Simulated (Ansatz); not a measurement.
Geometry optimisation, RKS PBE/def2-SVP (Ansatz 0.2.0).

The input (input.yaml):

```yaml
crystal:
  periodic: [false, false, false]
  atoms:
    - { symbol: Ge, position_ang: [0.0, 0.0, 0.0] }
    - { symbol: F, position_ang: [0.0, 0.0, 2.03] }
    - { symbol: Cl, position_ang: [2.0935, 0.0, -0.7393] }
    - { symbol: F, position_ang: [-0.7913, 1.3709, -0.5594] }
    - { symbol: F, position_ang: [-0.7913, -1.3709, -0.5594] }
    - { symbol: O, position_ang: [1.0856, 1.6372, 0.6527] }
    - { symbol: Al, position_ang: [2.5401, 1.5558, 1.6756] }
    - { symbol: H, position_ang: [3.2578, 0.1896, 1.9037] }
    - { symbol: H, position_ang: [3.0971, 2.8506, 2.3439] }
    - { symbol: H, position_ang: [0.6576, 0.9917, 1.7453] }
basis:
  gaussian: { orbitals: def2-SVP }
hamiltonian:
  xc: pbe
relax:
  f_tol: 0.15
  max_steps: 25
  restrain:
    - { distance: [0, 5], at: 1.77, k: 30.0 }
    - { distance: [9, 1], at: 0.92, k: 30.0 }
    - { distance: [0, 1], at: 2.88, k: 30.0 }
    - { distance: [9, 5], at: 2.21, k: 30.0 }
```

Launched with:

```bash
$ ansatz run input.yaml --threads 4 --pin off --max-ram 5120MiB --backend cpu --events-out ev --progress --plain --runs-dir out
```

Q: Where does it end, and by what steps?

A: It converged. The restraints hold the end off the free minimum. After 22 steps the energy has fallen by 3.931 eV (the restraints' own energy left out); Cl3 moved furthest, 2.36 Å. Parted: Ge1–F2 (2.03 → 2.90 Å). Joined: F2–Al7 (3.00 → 1.99 Å), F2–H10 (1.22 → 0.96 Å).

```json
{"step": "0", "energy less start (eV)": "0.0000", "largest force component (eV/Å)": "5.406", "accepted": "yes"}
{"step": "1", "energy less start (eV)": "0.0566", "largest force component (eV/Å)": "4.609", "accepted": "yes"}
{"step": "2", "energy less start (eV)": "-0.1142", "largest force component (eV/Å)": "4.211", "accepted": "yes"}
{"step": "3", "energy less start (eV)": "-1.1525", "largest force component (eV/Å)": "3.057", "accepted": "yes"}
{"step": "4", "energy less start (eV)": "-2.0910", "largest force component (eV/Å)": "1.759", "accepted": "yes"}
{"step": "5", "energy less start (eV)": "-2.4288", "largest force component (eV/Å)": "1.838", "accepted": "yes"}
{"step": "6", "energy less start (eV)": "-2.7967", "largest force component (eV/Å)": "1.029", "accepted": "yes"}
{"step": "7", "energy less start (eV)": "-3.0429", "largest force component (eV/Å)": "0.513", "accepted": "yes"}
{"step": "8", "energy less start (eV)": "-3.1228", "largest force component (eV/Å)": "0.502", "accepted": "yes"}
{"step": "9", "energy less start (eV)": "-3.1613", "largest force component (eV/Å)": "0.552", "accepted": "yes"}
{"step": "10", "energy less start (eV)": "-3.2107", "largest force component (eV/Å)": "0.515", "accepted": "yes"}
{"step": "11", "energy less start (eV)": "-3.2635", "largest force component (eV/Å)": "0.603", "accepted": "yes"}
{"step": "12", "energy less start (eV)": "-3.3379", "largest force component (eV/Å)": "0.391", "accepted": "yes"}
{"step": "13", "energy less start (eV)": "-3.4370", "largest force component (eV/Å)": "0.433", "accepted": "yes"}
{"step": "14", "energy less start (eV)": "-3.5629", "largest force component (eV/Å)": "0.611", "accepted": "yes"}
{"step": "15", "energy less start (eV)": "-3.6017", "largest force component (eV/Å)": "0.953", "accepted": "yes"}
{"step": "16", "energy less start (eV)": "-3.7108", "largest force component (eV/Å)": "0.524", "accepted": "yes"}
{"step": "17", "energy less start (eV)": "-3.7975", "largest force component (eV/Å)": "0.741", "accepted": "yes"}
{"step": "18", "energy less start (eV)": "-3.8914", "largest force component (eV/Å)": "0.938", "accepted": "yes"}
{"step": "19", "energy less start (eV)": "-3.8887", "largest force component (eV/Å)": "2.202", "accepted": "yes"}
{"step": "20", "energy less start (eV)": "-3.9084", "largest force component (eV/Å)": "1.976", "accepted": "no"}
{"step": "21", "energy less start (eV)": "-3.9292", "largest force component (eV/Å)": "1.631", "accepted": "yes"}
{"step": "22", "energy less start (eV)": "-3.9312", "largest force component (eV/Å)": "1.805", "accepted": "yes"}
```

```xyz
10
Properties=species:S:1:pos:R:3
Ge 0.773 0.261 -0.516
F 0.290 0.902 2.275
Cl 0.741 0.435 -2.630
F -0.808 0.831 0.121
F 0.794 -1.416 -0.071
O 1.852 1.303 0.366
Al 2.243 1.234 2.125
H 2.881 -0.120 2.665
H 2.486 2.684 2.733
H -0.104 1.112 1.425
```

Time of the run: 45 s on 4 threads of Arm Neoverse V2 (shared host), peak memory 0.23 GiB.
